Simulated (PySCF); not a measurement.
C5H15BO2Si, SMILES C[Si](C)(CCB(O)O)C, GFN2-xTB optimised geometry.

```
24

C      1.56    -2.38    -0.17
Si     0.97    -0.57     0.00
C      1.60     0.15     1.65
C      1.70     0.46    -1.44
C     -0.94    -0.57     0.00
C     -1.56     0.84     0.00
B     -1.34     1.66    -1.35
O     -1.15     3.00    -1.27
O     -1.38     1.10    -2.59
H      2.64    -2.44    -0.14
H      1.17    -3.00     0.63
H      1.23    -2.82    -1.11
H      2.68     0.11     1.72
H      1.20    -0.39     2.50
H      1.31     1.19     1.76
H      1.39     0.08    -2.40
H      2.78     0.46    -1.41
H      1.37     1.49    -1.37
H     -1.32    -1.13    -0.86
H     -1.29    -1.10     0.89
H     -1.18     1.40     0.85
H     -2.64     0.74     0.17
H     -1.06     3.43    -2.13
H     -1.50     0.16    -2.61
```

Density from PBE/def2-SVP in PySCF at that geometry.

Minimum of the electron density along straight lines between bonded atoms, close to the bond critical point (lines longer than 1.1 times the sum of covalent radii, or with two minima, are not listed):

```tsv
bond	length / Å	ρ at the minimum / e bohr⁻³	∇²ρ there / e bohr⁻⁵	position (fraction from the first atom)
C1–Si2	1.911	0.108	0.30	0.62
Si2–C3	1.909	0.108	0.31	0.38
Si2–C4	1.907	0.109	0.30	0.38
Si2–C5	1.915	0.109	0.29	0.38
C5–C6	1.535	0.231	-0.47	0.50
C6–B7	1.599	0.177	-0.23	0.67
B7–O8	1.351	0.207	1.16	0.33
B7–O9	1.362	0.200	1.10	0.33
C1–H10	1.085	0.270	-0.95	0.63
C1–H11	1.085	0.270	-0.95	0.63
C1–H12	1.086	0.269	-0.94	0.62
C3–H13	1.086	0.269	-0.94	0.63
C3–H14	1.086	0.269	-0.94	0.63
C3–H15	1.086	0.270	-0.95	0.63
C4–H16	1.086	0.270	-0.95	0.63
C4–H17	1.086	0.269	-0.94	0.62
C4–H18	1.085	0.270	-0.95	0.63
C5–H19	1.093	0.266	-0.90	0.62
C5–H20	1.092	0.269	-0.93	0.62
C6–H21	1.089	0.272	-0.96	0.62
C6–H22	1.095	0.266	-0.90	0.62
O8–H23	0.959	0.357	-2.31	0.81
O9–H24	0.955	0.360	-2.34	0.81
```
